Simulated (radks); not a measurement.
All-electron atom: Yb32+ in [Kr] 4d2. Calculated with a radial shooting solver on a logarithmic mesh with Libxc functionals: scalar-relativistic Kohn-Sham, SCAN, spin-polarised, spherical densities, finite nucleus; open shells are filled with parallel spins first (spin-orbit coupling, left out, can overturn this in heavy ions); meta-GGA in the generalised Kohn-Sham scheme; Fermi nuclear charge, rms radius 5.3108 fm.

Radial electron density D(r) = 4 pi r^2 rho(r):

```
   r/bohr * D(r) (the largest magnitude, 126, reaches the edge; | marks zero)
 0.002131 |       *
 0.002731 |           *
 0.003472 |               *
 0.004413 |                    *
  0.00561 |                          *
  0.00719 |                                *
  0.00914 |                                     *
  0.01162 |                                        *
  0.01489 |                                        *
  0.01893 |                                      *
  0.02406 |                                    *
  0.03059 |                                     *
   0.0392 |                                            *
  0.04983 |                                                    *
  0.06335 |                                                      *
  0.08118 |                                               *
   0.1032 |                                        *
   0.1312 |                                          *
   0.1668 |                                                *
   0.2137 |                                       *
   0.2717 |                      *
   0.3454 |              *
   0.4426 |              *
   0.5626 |        *
   0.7153 | *
   0.9093 *
    1.165 *
    1.481 *
```

D(r) has 4 maxima, at r = 0.0134, 0.0599, 0.168, 0.393 bohr, and minima at 0.0257, 0.110, 0.371 bohr, inside which lie 1.91, 11.01, 29.84 electrons.
